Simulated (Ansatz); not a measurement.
Ansatz (a first-principles code) input (B3LYP/3-21G): The .json file is the Basis Set Exchange's 3-21G.

Ansatz 0.2 input:
```yaml
crystal:
  periodic: [false, false, false]
  atoms:
    - {symbol: C, position_ang: [-1.78742300, 0.06518500, -0.63289400]}
    - {symbol: N, position_ang: [-0.60420200, -0.68790600, -0.30108000]}
    - {symbol: B, position_ang: [0.65808000, -0.09905000, 0.28696600]}
    - {symbol: O, position_ang: [1.43365200, -0.75030000, 1.08100700]}
    - {symbol: O, position_ang: [0.89560600, 1.26151600, -0.16020100]}
    - {symbol: H, position_ang: [-2.25385000, 0.61494200, 0.20904500]}
    - {symbol: H, position_ang: [-1.57166900, 0.81761400, -1.40363900]}
    - {symbol: H, position_ang: [-2.56746000, -0.57990000, -1.06008000]}
    - {symbol: H, position_ang: [-0.82467500, -1.54950500, 0.17633000]}
    - {symbol: H, position_ang: [0.24714300, 1.52660400, -0.81800900]}
basis:
  gaussian:
    orbitals: 3-21G.json
hamiltonian:
  xc: {name: B3LYP}
total_charge: -1
output: {forces: true}
```

Output:

```
Functional definition: B3LYP
integrals: 0.02 GiB planned
648 factors; integrals over basis functions are off by at most 8.0e-4 eV
mean field: 0.16 GiB planned
mean field evaluation 1: about -7336.6074 eV, gradient 4.9e1 eV
mean field evaluation 2: about -7320.7994 eV, gradient 1.0e2 eV
mean field evaluation 4: about -7341.0246 eV, gradient 4.7e0 eV
mean field evaluation 8: about -7341.1452 eV, gradient 1.0e-1 eV
mean field evaluation 16: about -7341.1452 eV, gradient 4.5e-5 eV
mean field -7341.14518133 eV, -269.7821094070 hartree, gradient 4.5e-5 eV, S^2 0.000000; 0 other end points of the search recorded, 0 dependent functions left out
the calculation of the forces begins
reference -7341.14536322 eV, -269.7821160914 hartree; 20, 20 occupied and 35, 35 virtual orbitals, 648 factors
Total energy: -7341.14536322 eV, -269.7821160914 hartree
Atom 0 at    -1.787423     0.065185    -0.632894 Å, force    -0.278939     0.185038    -0.063406 eV/Å
Atom 1 at    -0.604202    -0.687906    -0.301080 Å, force     0.167340    -0.087480    -0.254677 eV/Å
Atom 2 at     0.658080    -0.099050     0.286966 Å, force    -0.001158     0.180267    -0.207680 eV/Å
Atom 3 at     1.433652    -0.750300     1.081007 Å, force     0.640032    -0.566463     0.710332 eV/Å
Atom 4 at     0.895606     1.261516    -0.160201 Å, force     0.932057     0.136493     0.785174 eV/Å
Atom 5 at    -2.253850     0.614942     0.209045 Å, force    -0.220677     0.170728     0.096077 eV/Å
Atom 6 at    -1.571669     0.817614    -1.403639 Å, force     0.076480     0.131709    -0.064120 eV/Å
Atom 7 at    -2.567460    -0.579900    -1.060080 Å, force    -0.180237    -0.072402    -0.058951 eV/Å
Atom 8 at    -0.824675    -1.549505     0.176330 Å, force    -0.147125    -0.548666     0.155504 eV/Å
Atom 9 at     0.247143     1.526604    -0.818009 Å, force    -0.987771     0.470776    -1.098254 eV/Å
Dipole moment:    -1.212471     0.208917    -0.608704 e Å
```

The dipole moment of an ion depends on the origin.

The geometry given is a B3LYP-D3(BJ)/def2-TZVP minimum.
